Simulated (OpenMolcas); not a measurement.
**S5+: effect of the active space**

| Property | Result |
| --- | --- |
| Program | OpenMolcas 26.06 |
| Method | SS-CASPT2, IPEA 0.25 Eh, imaginary shift 0.1 Eh |
| Basis | ANO-R3 |
| Scalar Hamiltonian | X2C, finite nucleus |
| Spin-orbit coupling | RASSI with atomic mean-field integrals over the reference wave functions, term energies averaged over their components |

A. 1 electron in 4 orbitals (3s 3p); 2S+1 = 2 even, 1 root; 2S+1 = 2 odd, 3 roots; closed shells correlated: 2s 2p; CASPT2 step of the order of 0.9 core-seconds
B. 1 electron in 8 orbitals (3s 3p 4s 4p); 2S+1 = 2 even, 1 root; 2S+1 = 2 odd, 3 roots; closed shells correlated: 2s 2p; CASPT2 step roughly 1.6 core-seconds

Energies in cm⁻¹ above 3s ²S_1/2, the measured ground level; measured values from NIST levels in Podobedova, Kelleher and Wiese, J. Phys. Chem. Ref. Data 38, 171 (2009).

| Level | A | B | Measured |
| --- | --- | --- | --- |
| 3s ²S_1/2 | 0.0 | 0.0 | 0.0 |
| 3p ²P°_1/2 | 106121 | 106121 | 105874 |
| 3p ²P°_3/2 | 107236 | 107236 | 107138 |

Deviations, from unrounded energies. A percentage is the sum of absolute deviations over the sum of measured energies, with the sign that they share, or ± where signs differ.

```
           Against measurement  Levels     A     B
mean absolute deviation (cm-1)       2   170   170
      other configurations (%)       2  +0.2  +0.2
```

A, B lie about equally close to measurement. The largest miss of B in the table is 3p ²P°_1/2, by +250 cm-1. The ranking rests on the paired levels alone, and a cruder setting can come out closer through cancelling errors.

Between A and B no level of the table moves by more than 5 cm-1.

With one active electron, CASPT2 adds the correlation within the correlated inactive shells and between them and that electron, and leaves the splitting within a term as the reference gives it. With one active electron outside closed inactive shells, the extra shells (4p 4s) add no correlation to the reference (holds for B). Computed and measured levels are paired by configuration, term and J; levels that our copy of the source lacks, or whose pairing is in doubt (as where it misses far off the trend of its configuration), stay unpaired and out of the deviations. Levels of configurations outside the active space are missing.

° marks odd parity.
